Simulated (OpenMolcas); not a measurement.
**neutral molybdenum: effect of the active space**

```
Program             : OpenMolcas
Method              : SS-CASPT2, IPEA 0.25 Eh, imaginary shift 0.1 Eh
Basis               : ANO-RCC-VQZP
Scalar Hamiltonian  : DKH2, point nucleus
Spin-orbit coupling : state interaction with AMFI integrals over the reference wave functions, term energies averaged over their components
```

A. 6 electrons in 6 orbitals (4d 5s); 2S+1 = 7 even, 1 root; 2S+1 = 5 even, 23 roots kept (CI in the orbitals of an earlier block); 2S+1 = 3 even, 30 roots kept (CI in the orbitals of an earlier block); 2S+1 = 1 even, 1 root kept (CI in the orbitals of an earlier block, 0 in the spin-orbit step); closed shells correlated: 4s 4p; CASPT2 step roughly 70 core-seconds
B. 6 electrons in 11 orbitals (4d 5s 5d); 2S+1 = 7 even, 1 root; 2S+1 = 5 even, 15 roots kept (CI in the orbitals of an earlier block); closed shells correlated: 4s 4p; CASPT2 step about 5 core-minutes

Energies in cm-1 above 4d5 5s 7S3, the measured ground level; measured values from NIST Handbook of Basic Atomic Spectroscopic Data.

| Level | A | B | Measured |
| --- | --- | --- | --- |
| 4d5 5s 7S3 | 0.0 | 0.0 | 0.0 |
| 4d5 5s 5S2 | 10010 | 9420 | 10768 |
| 4d4 5s2 5D0 | 11590 | 12200 | 10966 |
| 4d4 5s2 5D1 | 11680 | 12310 |  |
| 4d4 5s2 5D2 | 11850 | 12520 |  |
| 4d4 5s2 5D3 | 12100 | 12850 |  |
| 4d4 5s2 5D4 | 12430 | 13280 |  |
| 4d5 5s 5G4 | 17900 | 17750 |  |
| 4d5 5s 5G5 | 17900 | 17760 |  |
| 4d5 5s 5G3 | 17900 | 17740 |  |
| 4d5 5s 5G6 | 17900 | 17770 |  |
| 4d5 5s 5G2 | 17900 | 17730 | 16641 |

Deviations, from unrounded energies. A percentage is the sum of absolute deviations over the sum of measured energies, with the sign that they share, or ± where signs differ.

```
                        Against measurement  Levels     A      B
             mean absolute deviation (cm-1)       3   880   1200
other terms of the ground configuration (%)       2  ±7.4   ±8.9
                   other configurations (%)       1  +5.7  +11.3
```

A lies closest to measurement on these levels. The largest miss of A in the table is 4d5 5s 5G2, by +1300 cm-1. The ranking rests on the paired levels alone, and a cruder setting can come out closer through cancelling errors.

The spin-orbit steps hold different terms of 4d5 5s (B lacks among others 3D, 3G, 3I, 3P, 5D), which shifts levels as well.

Between A and B the level of the table that moves most is 4d4 5s2 5D4, by 840 cm-1 (lowest in A, highest in B). Moves below CASPT2's spread within the term are not significant.

CASPT2 does not keep the components of a term degenerate, so their means are used; among the terms shown or strongly mixed into the levels shown the widest spread is 190 cm-1 (4d5 5s 5G, A). Terms from blocks run as CI alone lack orbitals of their own. Some high roots are left out of the spin-orbit mixing, which shifts the levels that they would mix with (holds for A). Configurations are named by rounded mean occupations; where the s occupation lies near a half they are strongly mixed, a name can repeat and a true partner stay unpaired (holds for A). A single d shell beside an s shell can misplace configurations of different d count against each other (holds for A). Active for correlation alone: 5d; no level in the range computed is led by a configuration that fills it, so any true level of that kind is missing (holds for B). Measured partners are found by configuration, term and J. A level has none where our copy of the source lacks it or the pairing is in doubt (some pairs that miss far off the trend of their configuration count as doubtful), and it then counts in no deviation. Levels of configurations outside the active space are missing. Levels that lie high or do not pair safely by name in every column are left out.
